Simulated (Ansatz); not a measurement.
Species: C₄H₄N₂, charge 0, singlet. C4H4N2 (pyrimidine, SMILES c1ccncn1).
B3LYP-D3(BJ)/def2-TZVP minimum from Ansatz (a program for electronic structure):
```
C
H 1 1.0812
C 1 1.3873 2 121.69
N 3 1.3327 1 122.14 2 180.00
C 4 1.3317 3 116.11 1 0.00
N 5 1.3317 4 126.86 3 0.00
C 6 1.3327 5 116.11 4 0.00
H 5 1.0847 6 116.57 7 180.00
H 7 1.0850 6 116.65 5 180.00
H 3 1.0850 4 116.65 5 180.00
```

Total energies in hartree (Ansatz). UHF or UKS for unpaired electrons; spin-orbit terms are left out. Correlated methods leave the cores frozen. No relativity. Where a partner has so few electrons that a lower coupled-cluster level is exact, that level stands in. The restricted determinant of C4H4N2 (c1cncnc1, singlet) is unstable towards broken spin symmetry in at least one set run.

```csv
species,HF/cc-pVTZ,CCSD(T)/cc-pVTZ,HF/cc-pVQZ,CCSD(T)/cc-pVQZ,CCSD(T)/cc-pVDZ,CCSDT(Q)/cc-pVDZ
"1: C4H4N2 (pyrimidine, SMILES c1cncnc1)",-262.77984,-263.86161,-262.79716,-263.93788,-263.60953,-263.61265
2: C (triplet),-37.69157,-37.78076,-37.69331,-37.78654,-37.76038,-37.76071
3: N (quartet),-54.40069,-54.51471,-54.40372,-54.52482,-54.47850,-54.47866
4: H (doublet),-0.49981,-0.49981,-0.49995,-0.49995,-0.49928,-0.49928
```

### Question
Work out the atomisation energy (electronic, to ground-state atoms) in kJ/mol: take Hartree-Fock from cc-pVQZ, extrapolate the CCSD(T) correlation energy as X^-3 (X = 3, 4), and add CCSDT(Q) - CCSD(T) in cc-pVDZ. 1 hartree = 2625.5 kJ/mol.

### Answer

Species 1: correlation (64·(-1.14072) - 27·(-1.08177))/37 = -1.18374; step -0.00312; E1 = -262.79716 + (-1.18374) + (-0.00312) = -263.98402
Species 2: correlation (64·(-0.09323) - 27·(-0.08919))/37 = -0.09618; step -0.00033; E2 = -37.69331 + (-0.09618) + (-0.00033) = -37.78982
Species 3: correlation (64·(-0.12110) - 27·(-0.11402))/37 = -0.12627; step -0.00016; E3 = -54.40372 + (-0.12627) + (-0.00016) = -54.53015
Species 4: correlation (64·(0.00000) - 27·(0.00000))/37 = 0.00000; step +0.00000; E4 = -0.49995 + (0.00000) + (+0.00000) = -0.49995
-1·E1 +4·E2 +2·E3 +4·E4 = 1.76464 hartree = 4633.1 kJ/mol.
